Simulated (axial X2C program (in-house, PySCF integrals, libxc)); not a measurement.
**PtC: from the spin-free to the two-component result**

All values were computed with an in-house all-electron X2C program for linear molecules (integrals from PySCF). Spin-free means the one-electron spin-free X2C Hamiltonian; two-component (2c) means X2C with spin–orbit coupling and atomic mean-field two-electron Coulomb and Gaunt terms, so the difference of the two also holds small scalar two-electron terms. Basis: Pt dyall-cv3z [13s14p9d6f4g], C dyall-v3z [7s6p2d1f] (cores contracted in-house); Gaussian nuclei, density fitting, unrestricted open shells. Masses: Pt 194.965 u, C 12.000 u.

Spin-free state: M_S = 0, Λ = 0 (closed shell); fragments Pt + C.

```
 level  Re (Å)  ωe (cm⁻¹)  De (eV)  μ (D)
  PBE0   1.660     1109.5    6.174  -1.28
 TPSSh   1.672     1084.5    6.424  -1.29
   PBE   1.677     1075.2    7.238  -1.04
PBEsol   1.668     1096.2    7.711  -1.00
```

Dipoles are positive if C is the positive end.

Two-component determinant lowest at the distance of the search:

Ω = 0 (closed shell); fragments Pt + C.

```csv
level,Re (Å),ωe (cm⁻¹),De (eV),μ (D)
PBE0,1.663,1093.6,5.912,-1.36
TPSSh,1.675,1069.3,n/a,-1.36
PBE,1.681,1057.8,6.975,-1.11
PBEsol,1.672,1079.2,7.412,-1.06
```

(1) From the two tables, how do the constants change at the PBE0 level (2c against spin-free)?

Occupations by symmetry block were frozen at the best pattern of an incomplete PBE0 search. The closed shell is kept restricted, so the energy runs too high when the bond is stretched far. De is counted from the lowest determinant-based energies of the atoms at the same level, without counterpoise correction. De is not given where an atomic determinant may have missed its ground term or J level, or where the truncated virtual space spoils (T). In 2c an atomic determinant is not the ground J level, so De misses part of the atomic spin–orbit lowering. This holds for PBE0, PBE, PBEsol. The functionals have no current-density term, which raises determinants with orbital currents, atoms included.

Results:

(1) At the PBE0 level Re rises by 0.003 Å and ωe decreases by 15.9 cm⁻¹; De is not compared, since the atomic limits differ or miss part of their spin–orbit lowering.
